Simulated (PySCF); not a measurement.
Delta-SCF ions had no search for a lower state. Excitations are Tamm–Dancoff values on a coarser integration grid. The basis has no diffuse functions, so Rydberg states are missing or too high.

Z-matrix (Å, degrees):
```
C
C 1 1.3756
O 2 1.3623 1 130.33
H 3 0.9736 2 107.89 1 0.00
H 1 1.0900 2 123.57 3 0.00
C 1 1.4263 5 124.59 2 180.00
C 6 1.3702 1 113.26 5 -180.00
H 7 1.0853 6 128.97 1 -180.00
H 6 1.0891 7 123.16 8 0.00
S 7 1.7317 8 119.49 6 -180.00
```
Charge 0, spin multiplicity 1.

**Question.** What is the computed brightest of the four lowest singlets (TDA), vertical ionisation energy (Delta-SCF), total energy, HOMO–LUMO gap, dipole moment, S1 excitation (TDA), LUMO and HOMO (PBE-D3(BJ)/def2-TZVP (PySCF))?

**Answer.** 
```yaml
brightest of the four lowest singlets (TDA): 5.41 eV
vertical ionisation energy (Delta-SCF): 8.05 eV
total_energy: -627.8959 Ha
HOMO–LUMO gap: 4.10 eV
dipole_moment: 1.75 D
S1 excitation (TDA): 4.80 eV
LUMO: -0.98 eV
HOMO: -5.08 eV
```
